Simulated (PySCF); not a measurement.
B3LYP has the VWN-RPA correlation part, as in Gaussian. 

Species: CH5BSi, SMILES `CB=[SiH2]` (charge 0, multiplicity 1).

### Question
What dipole moment, HOMO and LUMO does B3LYP-D3(BJ)/def2-TZVP (PySCF 2.14.0) give?

### Answer

```
Property         Result
-------------  --------
dipole moment    2.51 D
HOMO           -5.44 eV
LUMO           -2.34 eV
```
